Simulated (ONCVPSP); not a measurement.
**Scattering properties, ONCV potential for Si**

* Element: Si (Z = 14)
* Generator: ONCVPSP 4.0.1
* Type: optimised norm-conserving Vanderbilt (ONCV)
* Functional: PBE
* Relativity: scalar-relativistic
* Frozen core: [He]
* Valence charge: 12
* Reference configuration: 2s2 2p6 3s2 3p1.5 (charge +0.5)
* Partial waves: 2s+3s: rc 1.05 bohr, ncon 3, nbas 7, qcut 14 1/bohr, 2 projectors; 2p+3p: rc 1.05 bohr, ncon 5, nbas 8, qcut 16.4 1/bohr, 2 projectors; d scattering state at 0.25 Ha: rc 1.05 bohr, ncon 4, nbas 8, qcut 9.3 1/bohr, 2 projectors, debl 4 Ha
* Local potential: polynomial inside 1.00 bohr (lpopt 2, dvloc0 3 Ha)
* Core correction: Teter function, fcfact 2.5, rcfact 1.75

The phase is arctan(r·R′/R) of the radial function R(r), unwrapped; energies in Ha, scanned from -7 to 5 Ha. A pole is an energy at which the radial function vanishes at the test radius. The pseudo phase is shifted by a multiple of π to meet the all-electron one at the reference energy, and phase errors are pseudo minus all-electron; the curves can meet again beyond the range given. Levels narrower than the energy grid can be missing from the lists of poles.

Problem. For each channel, where are the poles, and over which energies does the pseudopotential scatter like the atom?

Solution.

```tsv
channel	radius (bohr)	reference energy (Ha)	poles, all-electron	poles, pseudo	unbroken range about the reference energy with phases within 0.05 rad	phase error 1 Ha above the reference energy (rad)
s	1.06	-0.54	-4.62	-4.62	the whole range	+0.000
p	1.06	-0.28	-3.09	-3.09	the whole range	+0.000
d	1.06	0.25	none	none	the whole range	+0.000
```

Phases in the p channel:

| E (Ha) | all-electron | pseudo |
| --- | --- | --- |
| -6.96 | 1.114 | 1.115 |
| -6.64 | 1.081 | 1.082 |
| -6.32 | 1.040 | 1.041 |
| -6.00 | 0.986 | 0.987 |
| -5.68 | 0.912 | 0.913 |
| -5.36 | 0.802 | 0.803 |
| -5.04 | 0.624 | 0.625 |
| -4.72 | 0.309 | 0.310 |
| -4.40 | -0.227 | -0.226 |
| -4.08 | -0.821 | -0.821 |
| -3.76 | -1.206 | -1.206 |
| -3.44 | -1.425 | -1.425 |
| -3.12 | -1.559 | -1.559 |
| -2.80 | -1.653 | -1.653 |
| -2.48 | -1.726 | -1.726 |
| -2.16 | -1.787 | -1.787 |
| -1.84 | -1.842 | -1.842 |
| -1.52 | -1.895 | -1.895 |
| -1.20 | -1.948 | -1.948 |
| -0.88 | -2.005 | -2.005 |
| -0.56 | -2.067 | -2.067 |
| -0.24 | -2.139 | -2.139 |
| 0.08 | -2.222 | -2.222 |
| 0.40 | -2.322 | -2.322 |
| 0.72 | -2.445 | -2.444 |
| 1.04 | -2.595 | -2.594 |
| 1.36 | -2.777 | -2.775 |
| 1.68 | -2.989 | -2.986 |
| 2.00 | -3.219 | -3.215 |
| 2.32 | -3.446 | -3.440 |
| 2.64 | -3.650 | -3.644 |
| 2.96 | -3.822 | -3.816 |
| 3.28 | -3.962 | -3.955 |
| 3.60 | -4.075 | -4.068 |
| 3.92 | -4.165 | -4.158 |
| 4.24 | -4.239 | -4.232 |
| 4.56 | -4.300 | -4.293 |
| 4.88 | -4.350 | -4.343 |
